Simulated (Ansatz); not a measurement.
`[BH2][SnH2][NH2]` + H₂O → `[NH2][SnH2][OH]` + BH₃ at 298.15 K and 1 bar (formal hydrolysis of the Sn–B bond).

Isolated molecules relaxed with PBE0-D4/def2-TZVP in Ansatz; ΔE leaves out vibrations. CCSD(T)/CBS adds triple-zeta CCSD(T) − MP2 to the extrapolated MP2 energy (def2 sets, frozen cores). This one scheme is used for every species. Elements past krypton have def2 core potentials. For Sn outer-core shells are correlated without core-valence functions, which leaves a few kJ/mol of doubt a bond. Each species was taken in one conformer, which may not be the lowest.

```
           species  CCSD(T)/CBS energy (Eh)  H − E (kJ/mol)  S (J/(mol·K))
`[BH2][SnH2][NH2]`               -297.08243           172.6          334.6
               H₂O                -76.37941            66.4          188.7
 `[NH2][SnH2][OH]`               -346.92092           154.5          333.9
               BH₃                -26.55200            78.7          188.3
```

H − E and S are ideal-gas, rigid-rotor, harmonic terms from PBE0-D4/def2-TZVP, for one conformer and one mirror image of each species. 1 Eh = 2625.50 kJ/mol, R = 8.31446 J/(mol·K).

Task: By hand: ΔE, ΔH, ΔS and ΔG.

Result: ΔE = (-346.92092) + (-26.55200) − (-297.08243) − (-76.37941) = -0.01108 Eh = -29.1 kJ/mol. Δ(H − E) = 154.5 + 78.7 − 172.6 − 66.4 = -5.8, so ΔH = -34.9 kJ/mol. ΔS = 333.9 + 188.3 − 334.6 − 188.7 = -1.1 J/(mol·K). ΔG = -34.9 − 298.15 × (-1.1)/1000 = -34.6 kJ/mol.

Task: By hand: the equilibrium constant, and the temperature at which ΔG would vanish if ΔH and ΔS stayed fixed.

Result: log₁₀ K = −ΔG/(RT ln 10) = 6.1. ΔG = 0 at ΔH/ΔS = 31727 K, far beyond where these terms or the molecules hold.

The number of gas molecules stays the same, so ΔS is small and ΔH decides. A doubt of 5 kJ/mol in ΔE shifts log₁₀ K by 0.9 here. Other conformers and mirror images would add mixing entropy, several J/(mol·K) or more a flexible species. Modes under 60 cm⁻¹, often nearly free rotors, make the harmonic entropy too high. These are equilibria of isolated gas molecules and say nothing of rates. Largest T1 diagnostic: 0.013 (customary marks: 0.02 for closed shells, 0.045 for open ones).
